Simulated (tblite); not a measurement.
A tight-binding relaxation on `[CH]1=CC(Cl)=[C](C=C)[GeH2]1`.

Computed with GFN2-xTB geometry optimisation, gas phase (tblite 0.8.0). Start geometry: from a force field or distance geometry. A driver script takes a list of jobs; this job's settings line and coordinates (Å) are shown.

Command:
```bash
OMP_NUM_THREADS=1 python probes_run.py task.json out
```

Input:
```
{"job": {"kind": "relax", "xc": "GFN2-xTB", "basis": "xTB"}, "charge": 0, "multiplicity": 1}
C     -2.554500     0.616000     0.080400
C     -1.725900    -0.232300    -0.504600
C     -0.255100    -0.228200    -0.232200
C      0.607000    -1.061800    -0.805900
Cl     0.157000    -2.333300    -1.928700
C      2.008800    -0.883300    -0.402700
C      2.239400     0.102100     0.460500
Ge     0.637100     0.995300     0.944000
H     -3.615400     0.562800    -0.142800
H     -2.229300     1.374500     0.780200
H     -2.135600    -0.969000    -1.181400
H      2.809600    -1.505300    -0.783000
H      3.215000     0.351700     0.853500
H      0.251100     0.761200     2.420800
H      0.586500     2.457800     0.420000
```

Output:
```
step      E/eV     max force
  0    -620.19252    3.270
  1    -620.32577    0.815
  2    -620.36091    0.463
  3    -620.39086    0.582
  4    -620.41485    0.490
  5    -620.43714    0.364
  6    -620.44803    0.354
  7    -620.45550    0.384
  8    -620.46290    0.343
  9    -620.46846    0.240
... (15 lines left out)
 25    -620.47663    0.041
 26    -620.47676    0.028
 27    -620.47687    0.033
 28    -620.47699    0.030
 29    -620.47709    0.029
 30    -620.47717    0.024
 31    -620.47722    0.018
 32    -620.47726    0.017
 33    -620.47729    0.016
 34    -620.47731    0.009
```

«max force» is the largest atomic force in eV/Å.

Q: From which step on does the largest force stay under 0.1 eV/Å, and how much energy is left to gain from there?

A: From step 12 (0.067 eV/Å), 3.8 meV above the end.

In short: energy lowered by 6.6 kcal/mol over 34 steps; largest atomic force 0.009 eV/Å at the end.

Q: Give the final coordinates.

A: 0.084 Å rms from the input after alignment:
```
atom  x, y, z in Å
C1    -2.5991    0.5915    0.0525
C2    -1.7340   -0.2493   -0.5085
C3    -0.3259   -0.2135   -0.2373
C4     0.5991   -1.0386   -0.7725
Cl5    0.2253   -2.2973   -1.8957
C6     1.9950   -0.8801   -0.4011
C7     2.2958    0.0920    0.4679
Ge8    0.6473    1.0096    0.9581
H9    -3.6538    0.5582   -0.1567
H10   -2.2586    1.3459    0.7481
H11   -2.0763   -1.0048   -1.2054
H12    2.7214   -1.5490   -0.8394
H13    3.3044    0.2769    0.7949
H14    0.2695    0.9091    2.4075
H15    0.5855    2.4574    0.5657
```

Time: 0.48 s of wall time. Hardware: one thread, Arm Neoverse N1 (aarch64), shared host with 64 logical CPUs at a one-minute load of 59.
Labels such as C1 count atoms from 1, the log's own numbers from 0.
